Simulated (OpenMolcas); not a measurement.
Mn3+ (d4) in a complex was computed by CASSCF with the d shell active (OpenMolcas, ANO-RCC-VDZP on the metal). Its lowest spin-free states, and all those of the highest spin:

```tsv
2S+1	Degeneracy	E (cm-1)
5	1	0.0
5	2	9486
5	2	21514
3	2	22967
3	2	23205
3	2	26012
3	2	26407
3	1	27078
3	2	28764
3	1	28994
3	2	30177
1	2	30958
```

Question: Is the site octahedral, tetrahedral or cube-like, axial, or of lower symmetry?

Answer: The states with 2S+1 = 5 have orbital degeneracies 1, 2, 2. There are pairs but no triples, so the site is axial: not cubic, but with a proper or improper axis of order three or more. The run had Mn3+ with 2 ligands (fluoride) in linear coordination (D∞h) at 1.7 Å. Ligand basis ANO-RCC-VDZP.

Without dynamic correlation the repulsion within the d shell is too large (B by tens of per cent), so at a given field states of lower spin stand too high. The least metal-like active orbital is 80 % on the metal (Löwdin) and no ligand orbital is active, so the numbers are rough. Ligand-to-metal charge-transfer states are missing. With no ligand orbital active B as a rule stays too high, so bands that hang on it stand too high and its fall with covalency is understated. No measured value stands beside these numbers; the geometry was imposed, not optimised, and the real ion may take another.
